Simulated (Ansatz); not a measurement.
A nudged elastic band was laid between two geometries of BH2OSb (5 atoms, charge 0, multiplicity 1).

Theory: RKS PBE0-D4/def2-SVP (Ansatz).

```yaml
movable_images: 5
climbing_image: yes
spring: 5.0 eV/Å²
optimiser: quadratic models (default)
start_path: through a guess of the saddle point
force_threshold: 0.05 eV/Å
iteration_limit: 60
end_points: relaxed
```

Initial state:

```xyz
5
Properties=species:S:1:pos:R:3
B -0.334 -0.782 0.095
O -0.537 0.029 1.078
Sb 1.309 0.728 0.124
H -0.868 -1.753 -0.375
H 0.430 1.778 -0.923
```

Final state:

```xyz
5
Properties=species:S:1:pos:R:3
B 0.144 -0.353 0.150
O -0.629 -1.400 0.039
Sb 1.400 1.282 0.368
H -1.486 -1.356 0.487
H 0.572 1.826 -1.044
```

(1) Which bonds break or form, and what moves?

(2) What energy profile does the band end with?

(3) What is the geometry of the highest image?

## Answers

(1) Bonds broken: B1–H4, O2–Sb3. Bonds formed: O2–H4.

(2) The forces met the threshold. The highest image is number 2 of 0 to 6, 41.2 kcal/mol above the first end and 36.9 kcal/mol above the last; the last end lies 4.3 kcal/mol above the first. The profile has 2 maxima (images 2, 5) with wells between them (image 3): this band takes more than one step, which may be the mechanism or a detour left from its start path. Neighbouring images differ by up to 1.6 eV, so the band resolves the path poorly. A vibrational analysis at the climbing image gives one clearly imaginary mode, 1628i cm⁻¹: a first-order saddle point. The orbitals stay closed-shell, which can raise the energy where a bond breaks towards radicals; this wasn't checked here.

```tsv
image	path coordinate (Å)	energy (kcal/mol)	B1–H4 (Å)	O2–Sb3 (Å)	O2–H4 (Å)
0	0.00	0.0	1.20	2.19	2.32
1	1.67	35.8	1.21	2.99	2.27
2	3.34	41.2	1.36	3.25	1.31
3	4.59	4.5	1.91	3.37	0.97
4	5.83	5.2	1.95	3.37	0.96
5	7.08	7.3	1.96	3.36	0.96
6	8.33	4.3	1.94	3.38	0.97
```

(3) 
```xyz
5
Properties=species:S:1:pos:R:3
B -0.633 -0.271 -0.463
O -1.411 -0.995 0.227
Sb 1.373 0.412 -0.677
H -0.172 -0.902 0.655
H 0.842 1.756 0.258
```

The run took 5 min on 1 CPU thread of a shared host.
